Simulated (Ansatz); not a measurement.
`O[SiH][O][GeH2][OH]`, charge 0, multiplicity 2.

**Question.** Give a relaxed structure at PBE0-D4/def2-TZVP (the Gaussian-basis code of Ansatz). (Estimate.)

**Answer.** Ansatz gave: 
Z-matrix (Å, degrees):
```
Ge
O 1 1.764
O 1 1.787 2 107.9
H 1 1.528 2 107.5 3 -115.4
H 1 1.538 2 111.9 3 117.4
H 2 0.965 1 109.8 3 -47.1
Si 3 1.623 1 130.1 2 48.3
O 7 1.667 3 105.5 1 -14.3
H 7 1.501 3 108.6 1 -132.5
H 8 0.959 7 117.5 3 165.0
```
This is one stationary point; other conformers may exist.
